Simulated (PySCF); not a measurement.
C6H5O, SMILES Oc1c[c]ccc1, multiplicity 2. Atoms are numbered in the order given.

```xyz
12

O      0.0264    -2.2846     0.0000
C     -0.0045    -0.9250     0.0000
C     -1.2753    -0.2952     0.0000
C     -1.2770     1.0843     0.0000
C     -0.1715     1.9195     0.0000
C      1.0808     1.2674     0.0000
C      1.1646    -0.1332     0.0000
H      0.9584    -2.5724     0.0000
H     -2.1859    -0.9140     0.0000
H     -0.2439     3.0174     0.0000
H      2.0070     1.8645     0.0000
H      2.1511    -0.6252     0.0000
```
Charge 0, spin multiplicity 2.

Coordinates come from a PBE-D3(BJ)/def2-SVP optimisation. The isomer is the one that the SMILES or the coordinates give; other isomers of the formula were not compared. Other conformers were not sampled.

Method: PBE/def2-TZVP run with PySCF.

ESP charges are fitted to the potential on shells at 1.4 to 2.0 van der Waals radii. Atomic charges (e):

```json
[
 {"atom": "O1", "meta-Löwdin": "-0.43", "Mulliken": "?", "Löwdin": "0.10", "ESP fit": "-0.53", "Mulliken spin": "0.00"},
 {"atom": "C2", "meta-Löwdin": "0.22", "Mulliken": "0.25", "Löwdin": "-0.28", "ESP fit": "0.38", "Mulliken spin": "0.06"},
 {"atom": "C3", "meta-Löwdin": "-0.18", "Mulliken": "?", "Löwdin": "-0.14", "ESP fit": "-0.23", "Mulliken spin": "-0.04"},
 {"atom": "C4", "meta-Löwdin": "-0.01", "Mulliken": "?", "Löwdin": "0.01", "ESP fit": "-0.06", "Mulliken spin": "0.91"},
 {"atom": "C5", "meta-Löwdin": "-0.16", "Mulliken": "-0.18", "Löwdin": "-0.18", "ESP fit": "-0.18", "Mulliken spin": "-0.03"},
 {"atom": "C6", "meta-Löwdin": "-0.10", "Mulliken": "-0.10", "Löwdin": "-0.14", "ESP fit": "-0.08", "Mulliken spin": "0.06"},
 {"atom": "C7", "meta-Löwdin": "-0.19", "Mulliken": "?", "Löwdin": "-0.16", "ESP fit": "-0.34", "Mulliken spin": "-0.03"},
 {"atom": "H8", "meta-Löwdin": "0.35", "Mulliken": "0.31", "Löwdin": "0.19", "ESP fit": "0.41", "Mulliken spin": "0.01"},
 {"atom": "H9", "meta-Löwdin": "0.14", "Mulliken": "0.12", "Löwdin": "0.16", "ESP fit": "0.19", "Mulliken spin": "0.03"},
 {"atom": "H10", "meta-Löwdin": "0.13", "Mulliken": "?", "Löwdin": "0.15", "ESP fit": "0.16", "Mulliken spin": "0.02"},
 {"atom": "H11", "meta-Löwdin": "0.13", "Mulliken": "0.11", "Löwdin": "0.15", "ESP fit": "0.14", "Mulliken spin": "0.02"},
 {"atom": "H12", "meta-Löwdin": "0.11", "Mulliken": "?", "Löwdin": "0.14", "ESP fit": "0.15", "Mulliken spin": "0.00"}
]
```

Q: Complete the blanks. (The exact figures need the calculation; the answer reports its results.)

A: 
- O1, Mulliken: -0.34
- C3, Mulliken: -0.22
- C4, Mulliken: 0.04
- C7, Mulliken: -0.20
- H10, Mulliken: 0.12
- H12, Mulliken: 0.10

Computed Mayer and Wiberg (Löwdin basis) orders of the bonds:
```tsv
bond	Mayer	Wiberg
O1–C2	1.17	1.69
C2–C3	1.34	1.44
C3–C4	1.53	1.72
C4–C5	1.50	1.69
C5–C6	1.40	1.55
C2–C7	1.35	1.49
C6–C7	1.45	1.60
O1–H8	0.88	0.98
C3–H9	0.95	0.82
C5–H10	0.94	0.83
C6–H11	0.94	0.82
C7–H12	0.94	0.82
```
